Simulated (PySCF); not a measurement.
# Two-dimensional NMR puzzle

Compound of formula C₆H₈NP. Correlations simulated from computed shifts and the bond graph:

HSQC (one-bond C–H):
```tsv
δH	δC
10.51	188.8
9.37	173.9
2.77	28.9
2.47	26.7
```

HMBC (two and three bonds, from the bond graph):
```tsv
δH	δC
10.51	173.9, 160.4
9.37	188.8, 160.4, 136.9, 26.7
2.77	160.4, 136.9
2.47	173.9, 160.4, 136.9
```

Carbons without hydrogens: δ 160.4, 136.9.

How the numbers were obtained: coordinates at the GFN2-xTB level, NMR shieldings at PBE0/pcSseg-1/GIAO, in PySCF 2.14.0 with density-fitted response routines (single conformer, isolated molecule, non-relativistic Hamiltonian, one averaged value for each set of equivalent atoms).

Shifts are taken against calculated references (same method and geometry level): TMS for 1H (σref 31.72) and 13C (σref 186.93).

Exchangeable hydrogens are left out of these lists.

Assemble the structure.

## Answers

`p1cc(C)c(C)nc1`.

Mapped SMILES: `[CH3:1][c:2]1[cH:3][p:4][cH:5][n:6][c:7]1[CH3:8]`. Each H is labelled by its parent atom.

- δC 188.8 is C5, an aromatic CH next to a ring nitrogen (δH 10.51).
- δC 173.9 is C3, an aromatic CH (δH 9.37).
- δC 160.4 is C7, a substituted aromatic carbon next to a ring nitrogen.
- δC 136.9 is C2, a substituted aromatic carbon.
- δC 28.9 is C8, a methyl carbon on an aromatic ring (δH 2.77).
- δC 26.7 is C1, a methyl carbon on an aromatic ring (δH 2.47).
- HMBC from δH 10.51 reaches the proton-free carbon C7.
- HMBC from δH 9.37 reaches the proton-free carbons C7, C2.
- HMBC from δH 2.77 reaches the proton-free carbons C7, C2.
- HMBC from δH 2.47 reaches the proton-free carbons C7, C2.

This is the structure that produced the data.

Shifts are as computed. Against solution values, carbons near 30 ppm lie about +3 ppm off and those near 130 ppm about +5 ppm. Of 1211 compounds with measured shifts, 218 miss one by over three times the rms of a fit or turn the order of signals round; such compounds aren't used in these exercises.
